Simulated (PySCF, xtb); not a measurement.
Zn(OH)(NH2) (H3NOZn), SMILES [NH2][Zn][OH]. Other conformers were not sampled.

Harmonic wavenumbers (cm⁻¹) from GFN2-xTB (xtb 6.7.1) at its own minimum, in rising order: 52, 103, 224, 421, 511, 605, 613, 662, 1521, 3437, 3455, 3701.

Problem. What does B3LYP-D3(BJ)/def2-TZVP in PySCF give at its own minimum? (The exact figures need the calculation; the answer reports its results.)

Solution. 163, 168, 194, 468, 597, 727, 774, 788, 1567, 3515, 3601, 3847. Paired by order, the mean absolute difference is 97 cm⁻¹ and the zero-point energies are 21.9 and 23.5 kcal/mol.
